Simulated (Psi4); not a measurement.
Torsional profile of CH₈O₂Si₂, SMILES CO[SiH2][SiH2]O. Scanned: dihedral C1–O2–Si3–Si4; all other coordinates were relaxed at GFN2-xTB. Points at φ and −φ are mirror images. Heavy atoms are numbered in the order of the SMILES CO[SiH2][SiH2]O, hydrogens after them in the order of the atoms that carry them; the mirror image has the same energies with the sign of each dihedral reversed.

Levels of theory: B3LYP/def2-TZVP // GFN2-xTB (Psi4); MP2/cc-pVTZ = DF-MP2 (frozen core)/cc-pVTZ // GFN2-xTB (Psi4 1.11); PBE/def2-TZVP // GFN2-xTB (Psi4).

Energies in kJ/mol, each method relative to its own lowest point.

```tsv
φ / °	B3LYP/def2-TZVP	MP2/cc-pVTZ	PBE/def2-TZVP
-165	0.3	0.6	0.3
-150	1.4	2.1	1.4
-135	2.5	4.0	2.7
-120	3.3	5.3	3.6
-105	3.2	5.1	3.3
-90	3.0	4.3	2.6
-75	3.0	3.6	2.2
-60	3.5	3.5	2.5
-45	4.4	4.1	3.2
-30	5.4	5.1	4.3
-15	6.2	6.2	5.4
0	6.7	6.8	6.0
15	6.2	6.2	5.4
30	5.4	5.1	4.3
45	4.4	4.1	3.2
60	3.5	3.5	2.5
75	3.0	3.6	2.2
90	3.0	4.3	2.6
105	3.2	5.1	3.3
120	3.3	5.3	3.6
135	2.5	4.0	2.7
150	1.4	2.1	1.4
165	0.3	0.6	0.3
180	0.0	0.0	0.0
```
